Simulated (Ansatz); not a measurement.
Consider the ligand exchange at the Si–C bond: `F[SiH](F)C[SiH3]` + `C[O][Zn][OH]` → `C[O][Zn][O][SiH3]` + `C[SiH](F)F`.

Program: Ansatz. Geometries: PBE0-D4/def2-TZVP. ΔE: electronic, gas phase. CCSD(T)/CBS adds triple-zeta CCSD(T) − MP2 to the extrapolated MP2 energy (def2 sets, frozen cores). DFT in def2-TZVPP. B3LYP here is the variant with VWN-RPA as its local correlation; programs differ in this. For Zn outer-core shells are correlated without core-valence functions, which leaves a few kJ/mol of doubt a bond. Scalar relativity is left out up to krypton. Each species was taken in one conformer, which may not be the lowest.

```tsv
level	ΔE (kJ/mol)	difference from CCSD(T)/CBS
PBE-D4	-88.5	17.1
r2SCAN-D4	-102.9	2.7
PBE0-D4	-96.5	9.1
B3LYP-D4	-106.2	-0.6
ωB97X-V	-105.0	0.6
ωB97M-V	-103.5	2.1
B2PLYP	-111.4	-5.8
PBE	-91.5	14.1
r2SCAN	-103.6	2.0
PBE0	-99.1	6.5
B3LYP	-111.0	-5.4
HF/def2-TZVPP	-134.5	-28.9
MP2/def2-TZVPP	-107.6	-2.0
SCS-MP2/def2-TZVPP	-113.1	-7.5
CCSD/def2-TZVPP	-110.9	-5.3
CCSD(T)/def2-TZVPP	-107.2	-1.6
HF/def2-QZVPP	-135.9	-30.3
MP2/def2-QZVPP	-107.2	-1.6
SCS-MP2/def2-QZVPP	-112.7	-7.1
HF/CBS(def2)	-136.1	-30.5
MP2/CBS(def2)	-106.0	-0.4
CCSD/CBS(def2)	-109.3	-3.7
CCSD(T)/CBS	-105.6	0
```

Largest T1 diagnostic among the species: 0.017.

From PBE to PBE0 (25 % exact exchange), in def2-TZVPP and without D4, ΔE moves by −7.6 kJ/mol. In def2-TZVPP, CCSD(T) changes the Hartree–Fock value by +27.3 kJ/mol (the triples alone add +3.7 kJ/mol) and MP2 by +26.9 kJ/mol. The D4 term adds +4.8 kJ/mol with B3LYP and +2.6 kJ/mol with PBE0; it sums over pairs of atoms, weighted by their polarisabilities, and B3LYP, whose exchange is more repulsive, gets the larger term.

CCSD(T)/CBS has its own doubt, a few kJ/mol and more with outer-core shells, so smaller differences from it don't rank the levels.
